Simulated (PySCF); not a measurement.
silanone (H2OSi), SMILES O=[SiH2]. Geometry optimised at PBE-D3(BJ)/def2-TZVP.

The numbers are results of PySCF with PBE-D3(BJ)/def2-TZVP, not measurements.

Harmonic wavenumbers (cm⁻¹): 653, 657, 968, 1179, 2139, 2159. Rotational constants (GHz): 162.7, 18.19, 16.36; symmetry number 2.

Problem. Work out the zero-point energy and the ideal-gas rigid-rotor harmonic-oscillator thermochemistry at 298.15 K and 1 atm.

Solution. ZPE = ½ Σ hcν = ½ × 7756 cm⁻¹ = 46.39 kJ/mol. H − E(el) = 57.16 kJ/mol. Entropy in J/(mol K): translation 156.52, rotation 75.55, vibration 3.68, total 235.76. G − E(el) = -13.13 kJ/mol. Cp = 43.63 J/(mol K).
